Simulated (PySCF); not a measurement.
Absolute configuration from chiroptical data

Level of theory: TDDFT B3LYP/aug-cc-pVDZ circular dichroism and optical rotation, one conformer, gas phase in PySCF 2.14.0. Geometry: GFN2-xTB.

Values for one enantiomer of C6H6ClN, R in 10⁻⁴⁰ esu² cm² (velocity form):
```csv
λ (nm),f,R
199,0.116,-37.3
193,0.023,+27.0
192,0.002,+0.5
187,0.023,+7.7
185,0.024,-8.3
180,0.003,-1.5
172,0.005,-1.7
172,0.002,+12.8
171,0.005,+2.8
169,0.018,-17.5
169,0.014,-6.1
168,0.010,+13.7
166,0.007,-2.9
165,0.027,-18.7
164,0.024,-6.9
163,0.019,-13.3
```

[α] at 589.3 nm: +30 deg dm⁻¹ (g/mL)⁻¹ (origin-invariant length gauge).

Question: Which structure gives these signs?
A. C=C1C[C@H](Cl)[C@H]1C#N
B. C=C1C[C@@H](Cl)[C@@H]1C#N

Answer: A. Its CIP labels in SMILES order are S, R; the other enantiomer gives every sign reversed.

The signs above follow by mirror symmetry from the run on the other enantiomer. Geometry of C=C1C[C@@H](Cl)[C@@H]1C#N as run:
```xyz
14

C     1.992    0.308   -0.407
C     0.746    0.234    0.004
C     0.072    0.144    1.347
C    -1.254   -0.146    0.627
Cl   -2.606    0.929    1.038
C    -0.578    0.144   -0.736
C    -0.678   -0.901   -1.714
N    -0.743   -1.757   -2.470
H     2.243    0.334   -1.454
H     2.810    0.344    0.293
H     0.428   -0.645    2.009
H     0.069    1.087    1.891
H    -1.611   -1.170    0.729
H    -0.891    1.094   -1.180
```
